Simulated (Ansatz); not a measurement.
**Molecular dynamics of CSO**

Input:

```yaml
accuracy: low
crystal:
  lattice:
    - [9.642003, 0.0, 0.0]
    - [0.0, 9.642003, 0.0]
    - [0.0, 0.0, 9.642003]
  atoms:
    - { symbol: O, position: [0.29170231, 0.70712507, 0.01340465] }
    - { symbol: C, position: [0.31606144, 0.74649155, 0.12031871] }
    - { symbol: S, position: [0.33146053, 0.80087649, 0.27016162] }
    - { symbol: O, position: [0.60646981, 0.6935157, 0.64494306] }
    - { symbol: C, position: [0.55807492, 0.79226365, 0.69516782] }
    - { symbol: S, position: [0.44587102, 0.88529367, 0.75379933] }
    - { symbol: O, position: [0.114807, 0.44419325, 0.36516116] }
    - { symbol: C, position: [0.12013745, 0.35314913, 0.43604941] }
    - { symbol: S, position: [0.18000897, 0.2486029, 0.55072846] }
    - { symbol: O, position: [0.55539277, 0.55804255, 0.92142528] }
    - { symbol: C, position: [0.47712974, 0.47981894, 0.88841526] }
    - { symbol: S, position: [0.36574314, 0.40294256, 0.79079865] }
    - { symbol: O, position: [0.97922572, 0.75253886, 0.98788395] }
    - { symbol: C, position: [1.00224147, 0.81224201, 0.88069592] }
    - { symbol: S, position: [1.01930012, 0.89303183, 0.73893125] }
    - { symbol: O, position: [0.03513095, -0.00546981, 0.26433789] }
    - { symbol: C, position: [0.11945169, 0.06760576, 0.21742872] }
    - { symbol: S, position: [0.18500256, 0.17049761, 0.10554964] }
    - { symbol: O, position: [0.96237595, 0.5584176, 0.71845487] }
    - { symbol: C, position: [0.86640435, 0.47947888, 0.71006669] }
    - { symbol: S, position: [0.74659462, 0.36444926, 0.71030852] }
    - { symbol: O, position: [0.90348312, 0.35445583, 0.14104326] }
    - { symbol: C, position: [0.86896527, 0.32652021, 0.25365602] }
    - { symbol: S, position: [0.83325161, 0.2870477, 0.40891071] }
    - { symbol: O, position: [0.39145471, 0.49493352, 0.48085012] }
    - { symbol: C, position: [0.41565596, 0.47021356, 0.36959654] }
    - { symbol: S, position: [0.43402345, 0.43910948, 0.21475416] }
    - { symbol: O, position: [0.71040602, 0.00557912, -0.13291481] }
    - { symbol: C, position: [0.63666354, 0.06813537, -0.0527534] }
    - { symbol: S, position: [0.55462578, 0.18773901, 0.03478851] }
    - { symbol: O, position: [0.70607784, 0.65406101, 0.28771608] }
    - { symbol: C, position: [0.73262607, 0.75453235, 0.36298983] }
    - { symbol: S, position: [0.81136074, 0.87288457, 0.4247388] }
    - { symbol: O, position: [0.53816173, 0.17594766, 0.66133939] }
    - { symbol: C, position: [0.52039568, 0.13811873, 0.54750441] }
    - { symbol: S, position: [0.50123052, 0.08346118, 0.39497674] }
basis:
  ecutwfc: 420.0
kpoints:
  mp_grid: { grid: [1, 1, 1] }
hamiltonian:
  xc: pbe
  dispersion: d3bj
scf:
  occupations: { method: fermi_dirac, width: 0.05 }
  lower_state_search: "off"
md:
  timestep: 1.5
  n_steps: 230
  ensemble: nvt_langevin
  temperature: 1500.0
  initial_velocities: maxwell_boltzmann
  seed: 523130
  friction: 0.05
```

Command:

```bash
$ ansatz run input.yaml --threads 2 --pin off --max-ram 5120MiB --backend cpu --events-out ev --progress --plain --runs-dir out
```

It goes on from the last frame of an earlier run, with new velocities.

Output, in part (step lines):

```
md step     0: t =     0.00 fs  T =  1458.3 K  F+E_penalty+E_count = -20633.26273591 eV  E_kin = 6.786150 eV  (12 SCF iters)
[... lines left out ...]
```

The steps, from the saved trajectory:

| time (fs) | T (K) | potential energy less start (eV) |
| --- | --- | --- |
| 0 | 1458 | 0.000 |
| 10.5 | 1585 | 0.214 |
| 21 | 1330 | -0.946 |
| 31.5 | 1353 | 0.235 |
| 42 | 1347 | 0.723 |
| 52.5 | 1125 | 1.693 |
| 63 | 1435 | 0.606 |
| 73.5 | 1412 | 1.200 |
| 84 | 1137 | 0.465 |
| 94.5 | 1372 | 0.337 |
| 105 | 1526 | 0.522 |
| 115.5 | 1204 | 0.019 |
| 126 | 1276 | 1.222 |
| 136.5 | 1376 | 1.006 |
| 147 | 1396 | 1.046 |
| 157.5 | 1508 | 0.929 |
| 168 | 1744 | 1.179 |
| 178.5 | 1642 | 1.374 |
| 189 | 1319 | 1.325 |
| 199.5 | 1259 | 0.877 |
| 210 | 1140 | 1.484 |
| 220.5 | 1442 | 1.205 |
| 231 | 1375 | 0.656 |
| 241.5 | 1544 | 0.469 |
| 252 | 1383 | 0.170 |
| 262.5 | 1542 | 0.743 |
| 273 | 1190 | 1.039 |
| 283.5 | 1593 | 0.119 |
| 294 | 1156 | 0.399 |
| 304.5 | 1401 | 0.339 |
| 315 | 1395 | -0.058 |
| 325.5 | 1358 | 1.991 |
| 336 | 1730 | 1.437 |

All steps were run. A run of 0.34 ps of so small a system gives no equilibrium averages. Limits of this set-up: coarse k mesh, low accuracy level.

Mean squared displacements from the first frame to the last, about the centre of mass: O 0.89 Å², C 0.44 Å², S 0.72 Å².

Last frame:

```xyz
36
Lattice="9.6420 0.0000 0.0000 0.0000 9.6420 0.0000 0.0000 0.0000 9.6420" Properties=species:S:1:pos:R:3
O 2.668 7.010 -0.684
C 2.715 7.184 0.481
S 2.605 7.437 1.928
O 4.958 6.321 6.289
C 5.145 7.472 6.409
S 5.214 9.023 6.905
O 1.079 3.603 3.584
C 0.928 3.285 4.744
S 0.863 2.369 6.069
O 5.419 5.336 9.327
C 4.578 4.672 8.777
S 3.446 3.950 7.971
O 8.512 6.844 9.055
C 9.139 7.568 8.518
S 9.783 8.759 7.561
O 0.032 0.203 2.710
C 0.922 0.728 2.168
S 2.290 1.108 0.983
O 10.016 5.961 5.990
C 9.097 5.337 6.392
S 7.972 4.181 6.657
O 8.082 3.289 1.624
C 7.840 2.894 2.679
S 7.548 1.959 4.089
O 2.872 5.685 4.465
C 3.661 5.198 3.747
S 4.249 4.460 2.586
O 6.649 -1.087 -0.222
C 6.432 -0.040 0.150
S 5.841 1.503 0.259
O 7.444 6.112 2.700
C 7.402 6.986 3.412
S 6.837 8.417 4.099
O 4.843 2.344 5.975
C 4.438 1.659 5.147
S 3.921 0.931 3.918
```

Run time: 21 min on 2 threads of Intel(R) Xeon(R) Platinum 8488C (Sapphire Rapids), with other jobs on the host, peak memory 0.97 GiB.
